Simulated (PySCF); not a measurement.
## GeO: from constants to spectrum

RHF-CCSD(T) constants of GeO, ¹Σ⁺ (singlet), closed shell (basis Ge pcseg-1, O pcseg-1; no relativity; PySCF 2.14; masses 73.9212 and 15.9949 u):

```
ωe              : 924.8 cm⁻¹
ωexe            : 4.08 cm⁻¹
Be              : 0.46207 cm⁻¹
αe              : 0.00288 cm⁻¹
D (centrifugal) : 4.61e-07 cm⁻¹
De to Ge + O    : 6.04 eV
```

Question: Estimate the standard entropy (1 bar) and heat capacity of the ideal gas at 500 K, rigid rotor with B0 and harmonic oscillator at the fundamental.

Answer: Translation (Sackur–Tetrode, M = 89.92 u): 175.7 J/(mol K). Rotation: q = kT/(σB0) = 754 with σ = 1, 63.4. Vibration: x = hcν0/kT = 2.64, 2.31. S° = 241.4 J/(mol K); Cp = 7R/2 + 4.80 = 33.9 J/(mol K).

Correlated steps freeze 10 core orbitals. Correlated levels converge slowly with the basis: in double zeta they bind strong bonds too weakly, by up to about 1 eV, and carry superposition errors of some tenths. Where the molecule has an RHF reference, its open-shell atoms are computed with UHF. The CCSD T1 diagnostic is raised, a sign that a single reference may not be enough here.
